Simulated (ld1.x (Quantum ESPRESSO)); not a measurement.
# What the settings do to the PAW potential of Se (Z = 34)

Base potential:

ld1.x (Quantum ESPRESSO) 7.5 input, shortened:

```
&input
   title='Se', zed=34., rel=1, dft='PBESOL', iswitch=3,
   config='[Ar] 3d10 4s2 4p4'
 /
 &inputp
   pseudotype=3, lpaw=.true., tm=.true., lloc=-2, rcloc=1.55,
   nlcc=.true., new_core_ps=.true., rcore=0.95,
   which_augfun='PSQ', rmatch_augfun_nc=.true.
 /
4
4S  1  0   2.00   0.00  1.25  1.35  0.0
4S  1  0   0.00   1.35  1.25  1.35  0.0
4P  2  1   4.00   0.00  1.20  1.65  0.0
4P  2  1   0.00  -0.10  1.20  1.65  0.0
 &test
   configts(1)='4s2 4p4'
 /
```

All-electron outer shells of the reference configuration (PBEsol, scalar-relativistic, ld1.x):

```tsv
shell	level (eV)	outermost node (bohr)	outermost maximum (bohr)
3p	-152.76	0.21	0.50
3d	-53.12	–	0.45
4s	-17.29	0.70	1.51
4p	-6.51	0.74	1.80
```

Cutoffs, loose and tight: the cutoffs (Ry, on a coarse ladder) from which the occupation-weighted sum of valence levels, in a spherical-Bessel basis at the reference potential, stays within 10 and 1 mRy of its value at 400 Ry. They do not see the model core or the augmentation charge, which bear on the density cutoff. Test errors are all-electron minus pseudo excitation energies from the reference, over the configurations 4s2 4p3; 4s2 4p2; 4s2 4p1; 4s1 4p5; 4s0 4p6; 4s2 4p3.5; 4s2 4p4.3. A dash means not determined; rows that change the core or the reference have their own tests.

```tsv
change	outcome	cutoff, loose	cutoff, tight	bound ghosts	largest test error (meV)
base	generated	21 Ry	40 Ry	none	-102
waves 4s (bound): rcut 0.84, rcutus 0.88 bohr; 4s channel at 1.35 Ry: rcut 0.84, rcutus 0.88 bohr	failed: run_pseudo: Errors in PS-KS equation	–	–	–	–
waves 4s (bound): rcut 1.20, rcutus 1.28 bohr; 4s channel at 1.35 Ry: rcut 1.20, rcutus 1.28 bohr	failed: run_pseudo: Errors in PS-KS equation	–	–	–	–
waves 4s (bound): rcut 1.25, rcutus 1.68 bohr; 4s channel at 1.35 Ry: rcut 1.25, rcutus 1.68 bohr	generated	10 Ry	30 Ry	none	-103
waves 4s (bound): rcut 1.25, rcutus 1.82 bohr; 4s channel at 1.35 Ry: rcut 1.25, rcutus 1.82 bohr	generated	10 Ry	21 Ry	none	-102
```

Q: What comes out with this change to the base: waves 4s (bound): rcut 1.00, rcutus 1.06 bohr; 4s channel at 1.35 Ry: rcut 1.00, rcutus 1.06 bohr?

A: outcome: failed: new_paw_hamiltonian: negative rho. Cause: the spherical valence density built from the smooth waves and the augmentation charge turned negative at some radius.

Q: What comes out with this change to the base: waves 4s (bound): rcut 1.25, rcutus 1.94 bohr; 4s channel at 1.35 Ry: rcut 1.25, rcutus 1.94 bohr?

A: outcome: generated; cutoff, loose: 10 Ry; cutoff, tight: 15 Ry; bound ghosts: none; largest test error (meV): -102.

Q: What comes out with this change to the base: waves 4s (bound): rcut 1.25, rcutus 1.50 bohr; 4s channel at 1.35 Ry: rcut 1.25, rcutus 1.50 bohr?

A: outcome: generated; cutoff, loose: 18 Ry; cutoff, tight: 35 Ry; bound ghosts: none; largest test error (meV): -103.

Reading the sweep of the s radius (base included, trends over the rows without a ghost): The loose cutoff falls from 21 Ry at 1.35 to 10 Ry at 1.94 bohr. A larger radius leaves more room for a smooth pseudo-wave, so fewer plane waves are needed; a smaller one forces it to follow the all-electron wave where it bends sharply. The median size of the test errors (rows with all tests solved) stays near 6.0 meV. The generation fails at 0.88, 1.06, 1.28 bohr.
